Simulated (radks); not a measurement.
Results of a calculation; reference values are marked as such.
Problem. The mean radii <r> (bohr) of the occupied orbitals of an atom or ion are listed with their occupations. Code: a radial shooting solver on a logarithmic mesh with Libxc functionals. Model: Dirac Kohn-Sham, PBEsol, spin-unpolarised, spherical densities, point nucleus.

orbital  occ.      <r>
1s1/2       2  0.09698
2s1/2       2   0.4790
2p1/2       2   0.4405
2p3/2       4   0.4428
3s1/2       1    1.582
3p1/2       2    1.779
3p3/2       1    1.785
4s1/2       1    4.364

Name the element and its charge. Open shells, if any, fill j = l - 1/2 first.

Solution. Z = 16, sulfur, charge +1: S+ in [Ne] 3s1 3p3 4s1. The 1s radius gives Z: for a bare nucleus <r> = (2 gamma + 1)/(2Z) with gamma = sqrt(1 - (Z/c)^2), 0.09332 bohr for Z = 16, and screening makes it slightly larger (0.09698 here). The occupations add up to 15, and the charge is Z minus that.
